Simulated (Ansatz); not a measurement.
Si₉GeH₁₆, an alloyed cluster cut from the lattice of silicon (1 Ge, core) was relaxed with r2SCAN-D4 (def2-SVP) in Ansatz in these states: charge +1 doublet, neutral singlet. The geometries follow in no particular order.

A:

Cartesian coordinates in Å:
```
Si -2.294 0.057 0.560
Si 0.237 -0.369 -2.321
Si 1.059 -1.746 1.188
Ge 1.004 2.067 0.577
Si -1.227 -1.676 1.739
Si 1.289 -2.100 -1.126
Si -2.044 -0.310 -1.750
Si -1.317 2.114 1.139
Si 1.234 1.686 -1.770
Si 2.069 0.293 1.771
H -3.754 0.070 0.907
H 0.375 -0.625 -3.794
H 1.715 -2.872 1.931
H 1.658 3.414 0.952
H -1.865 -2.985 1.386
H -1.385 -1.456 3.213
H 0.665 -3.411 -1.495
H 2.743 -2.152 -1.486
H -2.684 -1.613 -2.119
H -2.728 0.784 -2.513
H -1.994 3.228 0.400
H -1.476 2.358 2.609
H 0.571 2.794 -2.529
H 2.686 1.665 -2.139
H 1.938 0.526 3.245
H 3.526 0.257 1.427
```

B:

```xyz
26

Si   -0.257    0.208    2.328
Si   -0.808   -2.032   -0.646
Si    2.402    0.055   -0.507
Ge   -0.954    1.762   -1.170
Si    2.037    0.347    1.802
Si    1.428   -1.906   -1.366
Si   -1.071   -1.906    1.685
Si   -1.462    1.880    1.201
Si   -2.272   -0.374   -1.495
Si    1.382    1.829   -1.661
H    -0.487    0.431    3.791
H    -1.503   -3.208   -1.286
H     3.869    0.077   -0.809
H    -1.813    2.573   -2.170
H     2.742   -0.738    2.551
H     2.566    1.685    2.206
H     2.103   -3.126   -0.826
H     1.459   -1.906   -2.860
H    -0.228   -2.972    2.306
H    -2.512   -2.081    2.034
H    -2.941    1.827    1.369
H    -0.936    3.258    1.475
H    -3.531   -0.241   -0.706
H    -2.562   -0.372   -2.960
H     1.826    3.159   -1.140
H     1.523    1.772   -3.146
```

Question: Judge from the bond lengths which geometry belongs to which state (an estimate).

Answer: A is the neutral singlet (Ge4–Si9 2.389 Å, Ge4–Si8 2.389 Å, Si2–Si9 2.350 Å); B is the charge +1 doublet (Ge4–Si9 2.531 Å, Ge4–Si8 2.427 Å, Si2–Si9 2.369 Å).
